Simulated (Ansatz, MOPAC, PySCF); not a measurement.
Species: GeH$_{2}$ (charge 0, singlet). SMILES: [GeH2]
Geometry from a B3LYP-D3(BJ)/def2-TZVP (Ansatz, an electronic-structure program) optimisation:
```
Ge
H 1 1.5993
H 1 1.5993 2 90.65
```

Quantity: vertical electron affinity to the doublet, in eV. Terms: LANL2DZ with its own core potentials from Na on; each state is the SCF solution reached for its charge and spin; PM7 with its own dispersion and hydrogen-bond terms; six Cartesian d functions in 6-31G* and its kin unless marked 5d; non-relativistic; UHF or UKS for open shells; spin-orbit terms left out; no dispersion term unless named. Ab initio and DFT rows: single points at B3LYP-D3(BJ) geometries (Ansatz). Semi-empirical rows: differences of heats of formation at the shared geometry for vertical values. Sets without +, aug- or the D of def2-TZVPD hold no diffuse functions, which anions need.

```csv
level,program,vertical electron affinity to the doublet (eV)
AM1,MOPAC,1.99
PM3,MOPAC,2.92
PM6,MOPAC,2.13
PM7,MOPAC,2.01
B3LYP/6-31G*,Ansatz,0.87
M06-2X/6-31G* with LANL2DZ past Ar (5d),PySCF,0.69
M06-2X/def2-TZVPD,PySCF,0.95
wB97M-V/def2-TZVPD,Ansatz,0.83
```

No value to compare with is used here. The 6 habitual levels span 0.69 (M06-2X/6-31G* with LANL2DZ past Ar (5d)) to 2.92 eV (PM3); M06-2X/def2-TZVPD gives 0.95.

The levels are drawn from those run, B3LYP/6-31G* more often than the rest, none by its result; runs whose electronic state is in doubt are left out.
